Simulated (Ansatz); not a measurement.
Ansatz (a quantum-chemistry and plane-wave program) input (CCSD(T)/aug-cc-pVDZ):

Ansatz 0.2 input:
```yaml
crystal:
  periodic: [false, false, false]
  atoms:
    - {symbol: C, position_ang: [-1.25377532, -0.54779303, 0.86879879]}
    - {symbol: C, position_ang: [-0.30470165, 0.30344922, 0.08992152]}
    - {symbol: C, position_ang: [0.64880199, 1.04288677, 1.03991753]}
    - {symbol: C, position_ang: [-1.11607515, 1.35292572, -0.70725218]}
    - {symbol: C, position_ang: [0.48165564, -0.55710391, -0.92657096]}
    - {symbol: C, position_ang: [1.37265678, -1.63736082, -0.32037582]}
    - {symbol: H, position_ang: [-1.80714966, -1.33918602, 0.37903918]}
    - {symbol: H, position_ang: [-1.53270288, -0.28900820, 1.88163529]}
    - {symbol: H, position_ang: [0.08897221, 1.70599793, 1.70270468]}
    - {symbol: H, position_ang: [1.36001053, 1.65240310, 0.47772700]}
    - {symbol: H, position_ang: [1.21264527, 0.34906462, 1.66348303]}
    - {symbol: H, position_ang: [-0.44392266, 1.99538434, -1.28298361]}
    - {symbol: H, position_ang: [-1.80311032, 0.86803953, -1.40292561]}
    - {symbol: H, position_ang: [-1.70123965, 1.98433435, -0.03688365]}
    - {symbol: H, position_ang: [-0.24251932, -1.02473657, -1.60116672]}
    - {symbol: H, position_ang: [1.08758276, 0.11184261, -1.54572936]}
    - {symbol: H, position_ang: [2.18166675, -1.20900434, 0.27311100]}
    - {symbol: H, position_ang: [0.80005253, -2.30200740, 0.32951173]}
    - {symbol: H, position_ang: [1.82834056, -2.24514775, -1.10415636]}
basis:
  gaussian:
    orbitals: aug-cc-pVDZ
magnetization: {spin_polarized: true, initial_magnetization: 1}
correlation: {method: ccsd_t, electrons: outside_noble_gas}
output: {forces: true}
```

End of the output:

```
mean field evaluation 4: about -6387.9802 eV, gradient 4.0e0 eV
mean field evaluation 8: about -6388.1147 eV, gradient 1.8e-1 eV
mean field evaluation 16: about -6388.0953 eV, gradient 1.1e0 eV
mean field -6388.11537881 eV, -234.7589101510 hartree, gradient 1.7e-6 eV, S^2 0.762886; 0 other end points of the search recorded, 0 dependent functions left out
6 core orbitals not correlated
reference -6388.11537881 eV, -234.7589101510 hartree; 19, 18 occupied and 230, 231 virtual orbitals, 2519 factors
densities: 33.07 GiB planned
second order -24.02022711 eV of doubles, -0.00000000 eV of singles
coupled cluster: 23.36 GiB planned
cycle   1  -25.52514639 eV  change    -1.5e0 eV  update   1.0e-1
cycle   2  -26.19631919 eV  change   -6.7e-1 eV  update   3.0e-2
cycle   3  -26.31083604 eV  change   -1.1e-1 eV  update   1.3e-2
cycle   4  -26.31210715 eV  change   -1.3e-3 eV  update   4.3e-3
cycle   5  -26.31218967 eV  change   -8.3e-5 eV  update   1.9e-3
cycle   6  -26.31221614 eV  change   -2.6e-5 eV  update   7.5e-4
cycle   7  -26.31218876 eV  change    2.7e-5 eV  update   2.6e-4
cycle   8  -26.31222985 eV  change   -4.1e-5 eV  update   1.1e-4
cycle   9  -26.31220850 eV  change    2.1e-5 eV  update   4.1e-5
cycle  10  -26.31218424 eV  change    2.4e-5 eV  update   1.7e-5
cycle  11  -26.31219390 eV  change   -9.7e-6 eV  update   6.9e-6
cycle  12  -26.31219743 eV  change   -3.5e-6 eV  update   2.3e-6
perturbative correction -0.88590331 eV, -0.0325563460 hartree
the calculation of the forces begins
1.29 GiB of device memory are held for the factors and their scratch space
Total energy: -6415.31347954 eV, -235.7584219176 hartree
Atom 0 at    -1.253775    -0.547793     0.868799 Å, force     0.048861    -0.096067     0.066707 eV/Å
Atom 1 at    -0.304702     0.303449     0.089922 Å, force     0.174584     0.129601    -0.173982 eV/Å
Atom 2 at     0.648802     1.042887     1.039918 Å, force    -0.083549    -0.089531    -0.110074 eV/Å
Atom 3 at    -1.116075     1.352926    -0.707252 Å, force     0.130095    -0.126110     0.086496 eV/Å
Atom 4 at     0.481656    -0.557104    -0.926571 Å, force    -0.053271     0.067303     0.151021 eV/Å
Atom 5 at     1.372657    -1.637361    -0.320376 Å, force    -0.046416     0.054914     0.021187 eV/Å
Atom 6 at    -1.807150    -1.339186     0.379039 Å, force    -0.285590    -0.392858    -0.246002 eV/Å
Atom 7 at    -1.532703    -0.289008     1.881635 Å, force    -0.148474     0.130655     0.504235 eV/Å
Atom 8 at     0.088972     1.705998     1.702705 Å, force    -0.270018     0.299536     0.302349 eV/Å
Atom 9 at     1.360011     1.652403     0.477727 Å, force     0.319233     0.276237    -0.275562 eV/Å
Atom 10 at     1.212645     0.349065     1.663483 Å, force     0.257060    -0.332513     0.297828 eV/Å
Atom 11 at    -0.443923     1.995384    -1.282984 Å, force     0.314872     0.286571    -0.257273 eV/Å
Atom 12 at    -1.803110     0.868040    -1.402926 Å, force    -0.318187    -0.240143    -0.317034 eV/Å
Atom 13 at    -1.701240     1.984334    -0.036884 Å, force    -0.270873     0.287261     0.327014 eV/Å
Atom 14 at    -0.242519    -1.024737    -1.601167 Å, force    -0.343645    -0.217066    -0.296826 eV/Å
Atom 15 at     1.087583     0.111843    -1.545729 Å, force     0.275970     0.319307    -0.275597 eV/Å
Atom 16 at     2.181667    -1.209004     0.273111 Å, force     0.369027     0.206787     0.261674 eV/Å
Atom 17 at     0.800053    -2.302007     0.329512 Å, force    -0.266336    -0.299858     0.283760 eV/Å
Atom 18 at     1.828341    -2.245148    -1.104156 Å, force     0.196658    -0.264025    -0.349923 eV/Å
Dipole moment:     0.012375     0.031583    -0.035575 e Å
```

It need not be the lowest isomer of its formula.
